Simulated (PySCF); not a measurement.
Geometry:
```tsv
atom	x (Å)	y (Å)	z (Å)
O1	0.748	2.044	-0.788
S2	1.655	0.979	-0.333
O3	2.872	0.796	-1.131
O4	1.818	0.859	1.123
C5	0.673	-0.551	-0.749
F6	0.236	-0.483	-2.023
F7	1.455	-1.646	-0.647
C8	-0.558	-0.848	0.132
F9	-0.175	-1.234	1.352
F10	-1.215	-1.890	-0.438
C11	-1.617	0.263	0.311
F12	-1.990	0.771	-0.853
F13	-2.702	-0.297	0.873
F14	-1.208	1.220	1.115
```

Total charge -1.

Geometry: PBE0-D3(BJ)/def2-SVP; GIAO absolute shieldings from PySCF, gas phase, non-relativistic, averaged over equivalent atoms.

At PBE0/pcSseg-1 (245 basis functions):
| atoms | σ (ppm) |
| --- | --- |
| O1/O3/O4 | 95.6 |
| S2 | 173.0 |
| C11 | 59.7 |
| C5 | 65.8 |
| C8 | 69.9 |
| F12/F13/F14 | 268.7 |
| F6/F7 | 316.5 |
| F9/F10 | 320.8 |

**Question.** Estimate the result of repeating the calculation with PBE0/pcSseg-2.

**Answer.** 
```csv
atoms,σ at PBE0/pcSseg-2,change
O1/O3/O4,92.9,-2.7
S2,155.2,-17.8
C11,54.8,-4.9
C5,61.7,-4.1
C8,65.3,-4.6
F12/F13/F14,264.8,-3.9
F6/F7,306.8,-9.7
F9/F10,313.5,-7.3
```

The largest change is at S2 (sulfonyl sulfur). Cost: 511 basis functions. The order of the carbon signals is the same at both levels.
